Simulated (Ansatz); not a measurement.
The same path of CH$_{6}$LiOSi (10 atoms, charge 1, multiplicity 1) was run twice with different band settings. The coordinate that changes most is the dihedral Li1–O2–Si3–H6.

The calculation used RKS PBE0/def2-SVP in Ansatz 0.2.0.

Relaxed end points:

```xyz
10
Properties=species:S:1:pos:R:3
Li -0.906 -2.067 -1.177
O -0.197 -0.445 -1.495
Si 0.315 0.720 -0.287
C -0.055 -0.129 1.324
H -0.060 -0.127 -2.399
H -0.493 1.944 -0.517
H 1.762 0.956 -0.520
H 0.525 -1.057 1.459
H -1.130 -0.332 1.461
H 0.239 0.538 2.151
```

```xyz
10
Properties=species:S:1:pos:R:3
Li 0.975 -1.265 -2.645
O -0.190 -0.572 -1.462
Si 0.248 0.593 -0.223
C -0.229 -0.038 1.448
H -1.137 -0.771 -1.485
H -0.409 1.871 -0.602
H 1.718 0.643 -0.467
H 0.234 -1.011 1.670
H -1.321 -0.131 1.550
H 0.110 0.681 2.214
```

Common settings: movable images 7; climbing image yes; optimiser quadratic models (default); start path IDPP; force threshold 0.05 eV/Å; end points relaxed.

| run | spring | iteration limit |
| --- | --- | --- |
| 1 | 5.0 eV/Å² | 31 |
| 2 | 20.0 eV/Å² | 28 |

Question: What does each run give, and how far can it be trusted?

Answer: Run 1: converged after 6 iterations, highest image 0.027 eV above the first end. A vibrational analysis at the climbing image gives one clearly imaginary mode, 77i cm⁻¹: a first-order saddle point.
Run 2: converged after 6 iterations, highest image 0.027 eV above the first end. Another band between the same ends (7 images) ends at a top of the same energy, where a vibrational analysis finds 1 clearly imaginary mode.
Limits of this set-up: the dipole of an ion depends on the origin.
